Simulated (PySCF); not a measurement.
**Computed data sheet: `[S-]c1ccccc1`**

Species: C6H5S (charge -1).
Z-matrix (Å and degrees, PBE0-D3(BJ)/def2-SVP geometry), rows numbered from 1:
```
S 
C   1  1.7180
C   2  1.4257  1  122.66
C   3  1.3895  2  122.57  1   180.00
C   4  1.4002  3  121.23  2     0.00
C   5  1.4003  4  117.70  3    -0.01
C   6  1.3895  5  121.25  4     0.01
H   3  1.0940  2  117.00  1    -0.01
H   4  1.0968  3  119.13  2   179.99
H   5  1.0939  4  121.15  3  -180.00
H   6  1.0968  5  119.62  4  -179.98
H   7  1.0940  2  117.02  1    -0.01
```

Some functional groups and rings: benzene ring.

**PBE0-D3(BJ)/def2-SVP geometry optimisation, gas phase (PySCF)**

| Item | Value |
| --- | --- |
| Point group | C2v |
| Rotational constants A, B, C | 5.763, 1.589, 1.246 GHz |

**HF/pcSseg-2 ground state and GIAO shieldings, non-relativistic (PySCF)**

| Property | Result |
| --- | --- |
| HOMO energy | -2.40 eV |
| LUMO energy | 5.69 eV |
| HOMO–LUMO gap | 8.09 eV |
| 13C chemical shifts (computed TMS as zero) by class | 196.3 (C2), 142.8 (C3/C7), 135.5 (C4/C6), 114.5 (C5) ppm |
| 1H chemical shifts (computed TMS as zero) by class | 7.60 (H8/H12), 6.64 (H9/H11), 5.94 (H10) ppm |
| Isotropic shieldings of nuclei other than C and H, by class | 551 (S1) ppm |

Monoisotopic mass of the ion (most abundant isotopes, electron mass counted): 109.0117 u.

With B = h/(8π²I), that is 505.379 GHz u Å² over I, the principal moments of inertia are 87.7, 318.0 and 405.7 u Å² (most abundant isotopes). The rotational constants make it an asymmetric top with κ = (2B − A − C)/(A − C) = -0.85, nearer the prolate limit (−1).

 The geometry's basis has no diffuse functions, a weakness for an anion. No diffuse functions stand in pcSseg-2, which bears on an anion's orbital energies.

For the NMR shielding job (HF/pcSseg-2), hardware: one thread, Arm Neoverse V1, on a shared host. Cost: 31 s.
